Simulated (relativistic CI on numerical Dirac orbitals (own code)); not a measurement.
## N: from the plainest model towards the measured levels

Calculated with a relativistic CI code on KLI orbitals (one set per configuration, finite nucleus), adding one ingredient at a time: step 1, Dirac-Coulomb, each configuration alone; step 2, with Breit and QED terms; step 3, with configuration mixing; step 4, with scaled Slater integrals (0.85); step 5, with a P86 correlation estimate; step 6, tied to the ionisation limit. P86 is a density functional for the correlation energy, evaluated here for each configuration and added to its levels. Step 6 is semi-empirical: configurations made of the next ion and one excited electron move by 267 cm⁻¹, so that their limit matches the tabulated ionisation energy, and those with a non-penetrating f or g electron also take the P86 value of the least penetrating other one.

CI space (outside the closed core 1s2): 2s2 2p3, 2s2 2p2 3s, 2s 2p4, 2s2 2p2 3p, 2s2 2p2 4s, 2s2 2p2 3d, 2p5, 2s2 2p2 4p, 2s2 2p2 4d, 2s2 2p2 4f, 2s2 2p 3s 3p, 2s2 2p 3s2, 2s2 3s2 3p, 2s2 3s2 4s, 2s2 3s2 3d, 2s2 3s2 4p.

Computed minus measured energy above the ground level, in cm⁻¹, for 15 of the 38 excited levels that pair in every step (one J of a term; a digit in brackets numbers repeated terms):

```
Configuration  Term    J  Measured  Step 1  Step 2  Step 3  Step 4  Step 5  Step 6
      2s2 2p3   2D°  5/2     19224    3178    3170    3386      32      20      19
      2s2 2p3   2P°  1/2     28839    8494    8501     906   -2578   -2531   -2531
   2s2 2p2 3s    4P  1/2     83284   -2729   -2712   -2722   -4567      37     299
   2s2 2p2 3s    2P  1/2     86137   -3033   -3019   -3000   -5310    -669    -403
       2s 2p4    4P  5/2     88107    2481    2453    2092    4065    5385    5400
   2s2 2p2 3p   2S°  1/2     93582   -3790   -3793   -3604   -5375    -175      91
   2s2 2p2 3p   4D°  1/2     94771   -4161   -4147   -3903   -5808    -614    -348
   2s2 2p2 3p   4P°  1/2     95475   -4222   -4214   -3947   -5942    -750    -484
   2s2 2p2 3p   4S°  3/2     96751   -3821   -3825   -3406   -5640    -451    -185
   2s2 2p2 3s    2D  5/2     99663    -980    -985    -819   -5438    -805    -540
   2s2 2p2 4s    4P  1/2    103623   -4721   -4705   -4410   -6418    -216      50
   2s2 2p2 4s    2P  3/2    104222   -4426   -4438   -4038   -6146      -2     262
   2s2 2p2 3d    2P  3/2    104615   -4925   -4918   -4795   -6822   -1020    -754
   2s2 2p2 3d    4F  3/2    104664   -4959   -4947   -4671   -6698    -977    -711
   2s2 2p2 3d    2F  5/2    104810   -4871   -4862   -4584   -6642    -922    -656
```

Mean absolute errors in cm⁻¹, over all paired levels and for the configurations:

```csv
"Configuration, levels",Step 1,Step 2,Step 3,Step 4,Step 5,Step 6
"all, 38",4030,4028,3433,5304,1077,929
"2s2 2p3, 4",5835,5836,2146,1305,1276,1276
"2s2 2p2 3s, 7",2300,2299,2253,5022,442,403
"2s 2p4, 3",2501,2471,2106,4079,5400,5415
"2s2 2p2 3p, 13",4094,4094,3837,5894,700,449
"2s2 2p2 4s, 4",4636,4637,4318,6352,165,100
"2s2 2p2 3d, 7",4921,4920,4664,6699,967,702
```

Measured levels: NIST Handbook of Basic Atomic Spectroscopic Data (Sansonetti and Martin, J. Phys. Chem. Ref. Data 34, 1559 (2005)).

The mean absolute error is lowest at step 6 (929 cm⁻¹), and the largest single drop is from step 4 to 5 (5304 to 1077). Terms of the ground configuration are off by 5835 at first, 2146 with mixing and 1305 after scaling, which stands in for the correlation that narrows term splittings. Mixing lowers the ground level by 280; relative to it the configurations that move most are 2s 2p4 by -366, 2s2 2p2 4s by +319, 2s2 2p2 3p by +257. The P86 estimate moves 2s2 2p2 4s by +6186, 2s2 2p2 3d by +5732, 2s2 2p2 3p by +5194, and takes the mean absolute error of the excited configurations from 5774 to 1054. Step 6 takes that error from 1054 to 888.
